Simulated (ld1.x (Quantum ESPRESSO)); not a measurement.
# Ti, TM: configuration errors across variants

Ti (Z = 22), norm-conserving Troullier–Martins (Kleinman–Bylander form), made with ld1.x (Quantum ESPRESSO) 7.5 (LDA (PZ), scalar-relativistic). Core [Ne], reference 3s2 3p6 3d1 4s0 4p0 (charge +3). Waves: 3s (bound): rc 1.60 bohr; 3p (bound): rc 1.65 bohr; 3d (bound): rc 2.20 bohr. Local part: the d channel. Core correction: none.

All-electron excitation energies from the reference (eV): (1) 3s2 3p6 3d2 4s2 4p0 -48.525; (2) 3s2 3p6 3d2 4s1 4p0 -40.990; (3) 3s2 3p6 3d2 4s0 4p0 -27.190; (4) 3s2 3p6 3d2 4s1.5 4p0 -45.509; (5) 3s2 3p5 3d2 4s2 4p0 -3.017; (6) 3s2 3p6 3d3 4s0 4p0 -40.967; (7) 3s2 3p6 3d2 4s0 4p2 -42.091; (8) 3s2 3p6 3d1 4s0 4p0 spin -0.237; (9) 3s2 3p6 3d2 4s2 4p0 spin -49.196.

Spin tests fill each open shell by Hund’s rule, majority spin first.

Errors AE − PS in meV (a dash: test not solved or not reliable):

```csv
change,(1),(2),(3),(4),(5),(6),(7),(8),(9),bound ghosts
base,+149,+212,+89,+187,+1296,+73,-414,+28,+218,none
"all radii scaled by about 0.74 (s 1.18, p 1.22, d 1.62 bohr)",-14,+4.8,+18,-5.1,+141,+6.0,-90,+26,+48,none
"all radii scaled by about 0.83 (s 1.32, p 1.36, d 1.82 bohr)",-34,+10,+34,-13,+293,+15,-184,+26,+30,none
"all radii scaled by about 0.94 (s 1.50, p 1.56, d 2.08 bohr)",+57,+117,+68,+90,+875,+47,-333,+27,+124,none
"all radii scaled by about 1.05 (s 1.68, p 1.74, d 2.30 bohr)",+287,+350,+116,+330,+1847,+109,-510,+29,+356,none
"all radii scaled by about 1.10 (s 1.76, p 1.82, d 2.42 bohr)",+478,+541,+148,+528,+2529,+159,-622,+31,+547,none
"all radii scaled by about 1.27 (s 2.04, p 2.10, d 2.80 bohr)",+1399,+1462,+295,+1486,+5233,+433,-1065,+36,+1464,none
"all radii scaled by about 1.35 (s 2.16, p 2.24, d 2.98 bohr)",+1797,+1866,+360,+1905,+6232,+573,-1268,+36,+1857,none
```

Give the same row for: all radii scaled by about 1.23 (s 1.96, p 2.02, d 2.70 bohr).

+1126, +1164, +237, +1188, +4423, +316, -900, +34, +1190; bound ghosts: none.
